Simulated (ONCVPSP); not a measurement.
Tl (Z = 81): ONCV pseudisation with PBEsol, fully relativistic reference atom.

```
Element                 : Tl
Generator               : ONCVPSP 4.0.1
Type                    : optimised norm-conserving Vanderbilt (ONCV)
Functional              : PBEsol
Relativity              : fully relativistic
Frozen core             : [Xe] 4f14 5d10
Valence charge          : 3
Reference configuration : 6s2 6p1
Partial waves           : 6s: rc 1.95 bohr, ncon 3, nbas 7, qcut 3.6 1/bohr, 1 projector; 6p: rc 1.25 bohr, ncon 3, nbas 7, qcut 7.6 1/bohr, 1 projector; d scattering state at 0.37 Ha: rc 2.10 bohr, ncon 5, nbas 8, qcut 3.8 1/bohr, 2 projectors, debl 1 Ha
Local potential         : polynomial inside 1.20 bohr (lpopt 5, dvloc0 6 Ha)
Core correction         : Teter function, fcfact 5.25, rcfact 1.7
```

Open shells are filled in proportion to 2j + 1.

Task: Does the generator finish with these settings?

Result: No. ONCVPSP 4.0.1 stopped with "ERROR pspot: first pseudo wave function has node, program will stop": the optimised pseudo-wave of the first projector has a node, so the radial equation cannot be inverted for a potential. It happened in the s channel.
